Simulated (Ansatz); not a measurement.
```yaml
atoms:
  - { symbol: N, position_ang: [0.0000, 0.0000, 0.0000] }
  - { symbol: Cr, position_ang: [0.0000, 3.3000, 2.2000] }
  - { symbol: Mn, position_ang: [0.0000, -3.3000, 2.2000] }
```

Basis set: pcseg-2. Charge 0. Computed with Ansatz (development build ahead of 0.2.0); the lowest solution found for each multiplicity.

**Question.** How do the multiplicities compare at this shape? Give, from the lowest of each method, PBE0 (unrestricted) for 3, 5.

**Answer.**

```tsv
method	multiplicity	E (eV)	<S²>
PBE0, unrestricted	3	0.000	7.96
PBE0, unrestricted	5	0.108	11.01
```

Caution: other spin multiplicities may lie lower. Caution for PBE0, unrestricted: charge can spread falsely over distant fragments; the unrestricted determinant is a mixture of spin states.
